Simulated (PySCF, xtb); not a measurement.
Ge(Br)(OMe) (CH₃BrGeO), SMILES C[O][Ge][Br] (connectivity only; charge and spin as stated), neutral, multiplicity 1. One conformer was computed; it need not be the lowest.

Harmonic wavenumbers (cm⁻¹) from xtb 6.7.1 with GFN2-xTB at its own minimum, in rising order: 75, 97, 175, 235, 273, 446, 1071, 1122, 1130, 1407, 1467, 1472, 2948, 2968, 2973.

Problem. What does PBE0-D3(BJ)/def2-SVP run with PySCF give at its own minimum? (Estimate from the structure and the level; the computed values follow.)

Solution. 77, 140, 166, 261, 315, 602, 1151, 1171, 1187, 1457, 1468, 1471, 3032, 3131, 3133. Paired by order, the mean absolute difference is 61 cm⁻¹ and the zero-point energies are 25.5 and 26.8 kcal/mol.
